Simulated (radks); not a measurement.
Q: Isoelectronic series with 40 electrons, each ion in its NIST ground configuration. All-electron calculation, scalar-relativistic Kohn-Sham, PBE, spin-polarised, spherical densities, finite nucleus; open shells are filled with parallel spins first (spin-orbit coupling, left out, can overturn this in heavy ions); Fermi nuclear charge, rms radius of each element as measured or else 0.836 A^(1/3) + 0.57 fm. Program: a radial shooting solver on a logarithmic mesh with Libxc functionals. Total energies (hartree) and orbital eigenvalues (eV) (* marks an orbital that is empty in some or all of the ions):

| ion | configuration | E (hartree) | 4d down* | 4d up | 4p down | 4p up |
|---|---|---|---|---|---|---|
| Zr | [Kr] 4d2 5s2 | -3598.51063 | -2.8984 | -4.0585 | -31.7463 | -32.8522 |
| Rh5+ | [Kr] 4d4 | -4777.96295 | -68.4579 | -72.4122 | -117.2959 | -121.2333 |
| Sn10+ | [Kr] 4d4 | -6145.43122 | -192.2106 | -197.4702 | -262.5971 | -267.9722 |
| Nd20+ | [Kr] 4d4 | -9462.0093 | -577.5823 | -585.2457 | -694.1511 | -701.9636 |
| Tb25+ | [Kr] 4d4 | -11423.4973 | -836.8752 | -845.7095 | -979.2383 | -988.1988 |
| Yb30+ | [Kr] 4d4 | -13597.4424 | -1140.183 | -1150.182 | -1310.908 | -1321.002 |
| Re35+ | [Kr] 4d4 | -15993.6226 | -1487.520 | -1498.684 | -1689.797 | -1701.021 |

Estimate the row of Cs15+ ([Kr] 4d4).

A: E (hartree) -7704.9174; 4d down* -362.4933; 4d up -368.9713; 4p down -455.2572; 4p up -461.8877.
